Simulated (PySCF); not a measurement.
How methods differ on the ionisation energy of Rb

Rb [Kr] 5s1 (2S) → Rb+ [Kr] (1S), as a difference of total energies. All numbers are calculated (PySCF 2.14, the spin-free X2C one-electron Hamiltonian (Gaussian nucleus), in jorge-DZP-DKH (8s6p2d, 36 functions)). The calculations carry no spin-orbit coupling.

```tsv
method	ionisation energy (eV)
UHF	3.769
PBE0	4.196
BP86	4.331
```

For comparison: 4.177 eV (measured; NIST Atomic Spectra Database, ionization energies).
